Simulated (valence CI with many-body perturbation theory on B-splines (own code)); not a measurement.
## Ho⁴⁴⁺: E2, M1 decay

Calculated by relativistic CI+MBPT: five valence electrons over a frozen Dirac-Fock core [Ar], a basis of 7 s, 7 p, 8 d, 6 f, 4 g, 1 h functions for each j, with the one-electron correlation potential Σ1 (screened to all orders), the two-electron term Σ2, the three-electron term Σ3, Breit, model QED; selected single and double excitations, second order for the rest (own B-spline code, finite nucleus).

No measured spectrum was set against this ion. As an estimate, large intervals hold to a few tenths of a per cent, small ones and those within an open d or f shell to about a per cent. Among the levels kept, up to 250 cm⁻¹ of a level comes from second order outside the variational space, and about a tenth of that is noise between levels of different J, which matters for small intervals. Only levels of the ground parity were solved; by the run's estimate the other parity begins above the list, which can be wrong where configurations are misplaced.

Lines 1 to 50 of 120 in falling wavelength, among levels below 192.67 eV, chosen from the decays that carry over 1 % of a level's rate. Wavelengths and rates use the calculated energies. Electric multipoles are in the length gauge, E1 and E2 with the static RPA response of the core. Weak lines are less certain than strong ones. Lines between different terms over intervals too small for the method are left out, as are lines whose strength nearly cancels. Branching is blank where the lifetime is uncertain.

Levels are named by their leading jj configuration (3d3/2^4 stands for four electrons in 3d with j = 3/2), which in mixed levels can hold well under half, so a name can repeat and another be missing. Letters in brackets count levels of one name in rising energy.

```csv
λ vac (nm),Upper,Lower,Type,A (s⁻¹),Branch %
912.2,(3d3/2^3 3d5/2^2) J=11/2,(3d3/2^3 3d5/2^2) J=7/2 [a],E2,4.49e-08,
282.4,(3d3/2^3 3d5/2^2) J=9/2,(3d3/2^3 3d5/2^2) J=11/2,M1,4.21e+02,27.8
215.7,(3d3/2^3 3d5/2^2) J=9/2,(3d3/2^3 3d5/2^2) J=7/2 [a],M1,1.06e+03,70.0
173.0,(3d3/2^3 3d5/2^2) J=5/2 [b],(3d3/2^3 3d5/2^2) J=3/2 [a],M1,1.67e+03,3.4
132.0,(3d3/2^3 3d5/2^2) J=1/2,(3d3/2^3 3d5/2^2) J=3/2 [a],M1,1.12e+04,99.0
116.1,(3d3/2^3 3d5/2^2) J=7/2 [a],(3d3/2^3 3d5/2^2) J=5/2 [a],M1,6.40e+03,1.8
95.79,(3d3/2^3 3d5/2^2) J=7/2 [b],(3d3/2^3 3d5/2^2) J=7/2 [a],M1,2.71e+03,7.8
82.19,(3d3/2^3 3d5/2^2) J=3/2 [b],(3d3/2^3 3d5/2^2) J=1/2,M1,2.50e+03,2.1
81.29,(3d3/2^2 3d5/2^3) J=7/2 [b],(3d3/2^2 3d5/2^3) J=7/2 [a],M1,4.61e+03,1.4
79.03,(3d3/2^2 3d5/2^3) J=1/2 [b],(3d3/2^2 3d5/2^3) J=3/2 [a],M1,1.99e+04,2.0
72.65,(3d3/2^2 3d5/2^3) J=9/2 [c],(3d3/2^2 3d5/2^3) J=9/2 [b],M1,1.85e+04,4.8
71.62,(3d3/2^3 3d5/2^2) J=3/2 [b],(3d3/2^3 3d5/2^2) J=5/2 [b],M1,7.29e+03,6.0
64.66,(3d3/2^3 3d5/2^2) J=5/2 [b],(3d3/2^3 3d5/2^2) J=5/2 [a],M1,3.82e+04,77.0
63.03,(3d3/2^2 3d5/2^3) J=1/2 [a],(3d3/2^3 3d5/2^2) J=3/2 [b],M1,4.06e+04,3.8
58.27,(3d3/2^2 3d5/2^3) J=3/2 [c],(3d3/2^2 3d5/2^3) J=1/2 [b],M1,1.21e+04,3.0
55.81,(3d3/2^2 3d5/2^3) J=5/2 [b],(3d3/2^3 3d5/2^2) J=3/2 [b],M1,3.04e+04,3.4
50.65,(3d3/2^3 3d5/2^2) J=3/2 [b],(3d3/2^3 3d5/2^2) J=3/2 [a],M1,1.90e+04,15.7
49.18,(3d3/2^2 3d5/2^3) J=3/2 [b],(3d3/2^2 3d5/2^3) J=5/2 [a],M1,1.18e+04,2.6
45.68,(3d3/2^2 3d5/2^3) J=3/2 [c],(3d3/2^2 3d5/2^3) J=5/2 [c],M1,2.59e+04,6.4
42.53,(3d3/2^2 3d5/2^3) J=9/2 [a],(3d3/2^3 3d5/2^2) J=7/2 [b],M1,6.04e+04,10.3
40.40,(3d3/2^2 3d5/2^3) J=5/2 [c],(3d3/2^3 3d5/2^2) J=3/2 [b],M1,1.68e+05,14.4
39.83,(3d3/2^2 3d5/2^3) J=7/2 [a],(3d3/2^3 3d5/2^2) J=5/2 [b],M1,1.29e+05,14.8
39.69,(3d3/2^2 3d5/2^3) J=5/2 [a],(3d3/2^3 3d5/2^2) J=3/2 [a],M1,1.67e+04,1.0
38.78,(3d3/2^2 3d5/2^3) J=3/2 [b],(3d3/2^3 3d5/2^2) J=3/2 [b],M1,6.34e+03,1.4
38.07,(3d3/2^2 3d5/2^3) J=5/2 [a],(3d3/2^3 3d5/2^2) J=7/2 [a],M1,1.25e+05,7.5
37.39,(3d3/2^3 3d5/2^2) J=5/2 [a],(3d3/2^4 3d5/2) J=5/2,M1,6.93e+05,100.0
36.60,(3d3/2^2 3d5/2^3) J=7/2 [a],(3d3/2^3 3d5/2^2) J=9/2,M1,2.07e+05,23.8
36.47,(3d3/2 3d5/2^4) J=7/2 [a],(3d3/2^2 3d5/2^3) J=5/2 [c],M1,1.15e+05,6.2
35.89,(3d3/2^2 3d5/2^3) J=11/2,(3d3/2^3 3d5/2^2) J=9/2,M1,8.22e+04,13.8
35.67,(3d3/2^2 3d5/2^3) J=1/2 [a],(3d3/2^3 3d5/2^2) J=1/2,M1,3.70e+05,34.1
35.34,(3d3/2^2 3d5/2^3) J=5/2 [b],(3d3/2^3 3d5/2^2) J=7/2 [b],M1,8.63e+04,9.6
35.13,(3d3/2 3d5/2^4) J=5/2 [a],(3d3/2^2 3d5/2^3) J=3/2 [a],M1,1.22e+05,5.1
34.49,(3d3/2^2 3d5/2^3) J=3/2 [a],(3d3/2^3 3d5/2^2) J=1/2,M1,6.55e+04,3.9
33.98,(3d3/2^3 3d5/2^2) J=3/2 [b],(3d3/2^3 3d5/2^2) J=5/2 [a],M1,1.61e+04,13.3
33.92,(3d3/2^2 3d5/2^3) J=1/2 [b],(3d3/2^3 3d5/2^2) J=3/2 [b],M1,9.99e+03,1.0
33.46,(3d3/2 3d5/2^4) J=3/2 [a],(3d3/2^2 3d5/2^3) J=5/2 [c],M1,1.62e+05,6.9
32.82,(3d3/2 3d5/2^4) J=7/2 [a],(3d3/2^2 3d5/2^3) J=9/2 [b],M1,1.28e+05,6.8
32.48,(3d3/2^2 3d5/2^3) J=3/2 [a],(3d3/2^3 3d5/2^2) J=5/2 [b],M1,2.74e+05,16.3
32.34,(3d3/2^2 3d5/2^3) J=5/2 [d],(3d3/2^2 3d5/2^3) J=5/2 [b],M1,6.89e+04,5.9
31.84,(3d3/2^2 3d5/2^3) J=11/2,(3d3/2^3 3d5/2^2) J=11/2,M1,5.14e+05,86.2
31.48,(3d3/2 3d5/2^4) J=11/2,(3d3/2^2 3d5/2^3) J=9/2 [b],M1,1.18e+05,7.8
31.37,(3d3/2^2 3d5/2^3) J=5/2 [b],(3d3/2^3 3d5/2^2) J=5/2 [b],M1,3.54e+05,39.4
31.29,(3d3/2^2 3d5/2^3) J=7/2 [a],(3d3/2^3 3d5/2^2) J=7/2 [a],M1,3.11e+05,35.7
31.24,(3d3/2^2 3d5/2^3) J=5/2 [d],(3d3/2^2 3d5/2^3) J=3/2 [a],M1,5.09e+04,4.4
31.18,(3d3/2^2 3d5/2^3) J=9/2 [b],(3d3/2^3 3d5/2^2) J=7/2 [b],M1,9.65e+04,8.5
30.44,(3d3/2^2 3d5/2^3) J=9/2 [a],(3d3/2^3 3d5/2^2) J=11/2,M1,2.08e+05,35.4
29.57,(3d3/2^2 3d5/2^3) J=7/2 [b],(3d3/2^3 3d5/2^2) J=7/2 [b],M1,1.00e+05,30.8
29.45,(3d3/2^2 3d5/2^3) J=9/2 [a],(3d3/2^3 3d5/2^2) J=7/2 [a],M1,3.13e+05,53.3
29.28,(3d3/2 3d5/2^4) J=5/2 [a],(3d3/2^2 3d5/2^3) J=7/2 [a],M1,4.84e+05,20.2
29.19,(3d3/2 3d5/2^4) J=7/2 [a],(3d3/2^2 3d5/2^3) J=5/2 [b],M1,2.98e+05,16.0
```
